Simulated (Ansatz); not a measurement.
Molecule: thiophen-3-ylsilane, C₄H₆SSi (charge 0, singlet). 
Geometry from a B3LYP-D3(BJ)/def2-TZVP (Ansatz, a first-principles code) optimisation:
```
C
C 1 1.3721
H 2 1.0783 1 127.70
C 1 1.4324 2 110.94 3 180.00
C 4 1.3631 1 113.38 2 0.00
H 5 1.0777 4 128.15 1 180.00
H 4 1.0812 5 122.83 6 0.00
S 2 1.7174 3 119.72 1 180.00
Si 1 1.8610 2 123.33 3 0.00
H 9 1.4812 1 108.77 2 0.00
H 9 1.4829 10 109.21 1 121.20
H 9 1.4829 10 109.21 11 117.61
```
Charge 0, spin multiplicity 1.

Total electronic energies in hartree. Valence correlation only, unless marked. Spin-orbit coupling is left out. Non-relativistic. CBS(X,Y): correlation extrapolated as X^-3; Hartree-Fock from the larger set. [CCSD(T)-MP2]/basis is that difference in the basis named.

The Hartree-Fock reference is unstable (checked in the largest basis), which strains HF and MP2. 

| level | program | energy (Eh) |
|---|---|---|
| HF/6-31G* | Ansatz | -841.37090 |
| BLYP-D3(BJ)/def2-TZVPD | Ansatz + dftd3 | -843.73397 |
| B97M-V/def2-TZVPD | Ansatz | -843.61761 |
| PBE0/STO-3G | Ansatz | -833.66066 |
| HSE06-D3(BJ)/def2-TZVPD | Ansatz + dftd3 | -843.32034 |
| LC-wPBE-D3(BJ)/def2-TZVPD | Ansatz + dftd3 | -843.47231 |
| wB97X/def2-TZVPD | Ansatz | -843.73042 |
| MP2/STO-3G | Ansatz | -832.18838 |
| MP2/aug-cc-pV(T+d)Z | Ansatz | -842.45326 |
| MP2/cc-pwCVTZ | Ansatz | -842.45002 |
| RI-MP2/CBS(cc-pV(T+d)Z,cc-pV(Q+d)Z) | Ansatz | -842.5616 |
| CCSD/STO-3G | Ansatz | -832.25361 |
| CCSD(T)/6-31G* | Ansatz | -842.16694 |
| RI-MP2/CBS(aug-cc-pV(T+d)Z,aug-cc-pV(Q+d)Z)+[CCSD(T)-MP2]/aug-cc-pV(D+d)Z | Ansatz | -842.6534 |
| CCSD(T)/CBS(cc-pV(T+d)Z,cc-pV(Q+d)Z) | Ansatz | -842.6429 |

Totals of different functionals don't rank their quality; only differences between species are comparable.
